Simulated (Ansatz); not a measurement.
The cluster Be2Te2⁺ (the lowest doublet isomer of a short search), 4 atoms. Hardware: 4 threads of Arm Neoverse V1 on a shared host.

In the def2 sets Te takes a core potential; there is no spin–orbit coupling. Correlated methods freeze 8 core orbitals; core or outer-core shells of Te are correlated, in sets that lack core-valence functions.

Problem. How many basis functions does each of these Ansatz runs have, and roughly what does it cost? LC-ωPBE (ω = 0.20 bohr⁻¹)/def2-TZVP, charge 0 singlet at the geometry of the charge 1 doublet, energy, from earlier orbitals; PBE0-D4/def2-TZVP, charge 0 singlet at the geometry of the charge 1 doublet, energy, from earlier orbitals; B97M-V/def2-TZVP, charge 1 quartet, energy, from earlier orbitals; CAM-B3LYP-D4/def2-TZVP, charge 1 doublet, energy, from earlier orbitals; HSE06-D4/def2-TZVP, charge 1 doublet, energy, from earlier orbitals; r2SCAN-D4/def2-TZVP, charge 1 doublet, energy, from earlier orbitals; PBE-D4/def2-TZVP, charge 0 singlet at the geometry of the charge 1 doublet, energy, from earlier orbitals; RPA@PBE/def2-TZVP, charge 1 quartet, energy, from earlier orbitals; LC-ωPBE (ω = 0.10 bohr⁻¹)/def2-TZVP, charge 1 quartet, energy, from earlier orbitals; PBE-D4/def2-TZVP, charge 1 doublet, energy and forces, from earlier orbitals; LC-ωPBE (ω = 0.30 bohr⁻¹)/def2-TZVP, charge 1 doublet, energy, from earlier orbitals; ωB97M-V/def2-TZVP, charge 1 doublet, energy, from earlier orbitals.

Solution. Other jobs shared the machine, so times can vary by a factor of up to 3. A dash marks memory too small to be measured apart from the calling script's.

```json
{"run": "PBE-D4/def2-TZVP, charge 0 singlet at the geometry of the charge 1 doublet, energy, from earlier orbitals", "functions": "138", "fitting or Cholesky vectors": "1054", "wall time": "1.1 s", "peak host memory (GiB)": "–"}
{"run": "LC-ωPBE (ω = 0.20 bohr⁻¹)/def2-TZVP, charge 0 singlet at the geometry of the charge 1 doublet, energy, from earlier orbitals", "functions": "138", "fitting or Cholesky vectors": "1054", "wall time": "1.4 s", "peak host memory (GiB)": "–"}
{"run": "PBE0-D4/def2-TZVP, charge 0 singlet at the geometry of the charge 1 doublet, energy, from earlier orbitals", "functions": "138", "fitting or Cholesky vectors": "1158", "wall time": "1.5 s", "peak host memory (GiB)": "–"}
{"run": "PBE-D4/def2-TZVP, charge 1 doublet, energy and forces, from earlier orbitals", "functions": "138", "fitting or Cholesky vectors": "1054", "wall time": "2.2 s", "peak host memory (GiB)": "–"}
{"run": "HSE06-D4/def2-TZVP, charge 1 doublet, energy, from earlier orbitals", "functions": "138", "fitting or Cholesky vectors": "1158", "wall time": "2.9 s", "peak host memory (GiB)": "–"}
{"run": "LC-ωPBE (ω = 0.30 bohr⁻¹)/def2-TZVP, charge 1 doublet, energy, from earlier orbitals", "functions": "138", "fitting or Cholesky vectors": "1054", "wall time": "3 s", "peak host memory (GiB)": "–"}
{"run": "CAM-B3LYP-D4/def2-TZVP, charge 1 doublet, energy, from earlier orbitals", "functions": "138", "fitting or Cholesky vectors": "1114", "wall time": "3.2 s", "peak host memory (GiB)": "–"}
{"run": "RPA@PBE/def2-TZVP, charge 1 quartet, energy, from earlier orbitals", "functions": "138", "fitting or Cholesky vectors": "1274", "wall time": "4.6 s", "peak host memory (GiB)": "–"}
{"run": "r2SCAN-D4/def2-TZVP, charge 1 doublet, energy, from earlier orbitals", "functions": "138", "fitting or Cholesky vectors": "1054", "wall time": "4.8 s", "peak host memory (GiB)": "–"}
{"run": "LC-ωPBE (ω = 0.10 bohr⁻¹)/def2-TZVP, charge 1 quartet, energy, from earlier orbitals", "functions": "138", "fitting or Cholesky vectors": "1054", "wall time": "7.5 s", "peak host memory (GiB)": "–"}
{"run": "B97M-V/def2-TZVP, charge 1 quartet, energy, from earlier orbitals", "functions": "138", "fitting or Cholesky vectors": "1054", "wall time": "10 s", "peak host memory (GiB)": "–"}
{"run": "ωB97M-V/def2-TZVP, charge 1 doublet, energy, from earlier orbitals", "functions": "138", "fitting or Cholesky vectors": "1104", "wall time": "14 s", "peak host memory (GiB)": "0.68"}
```
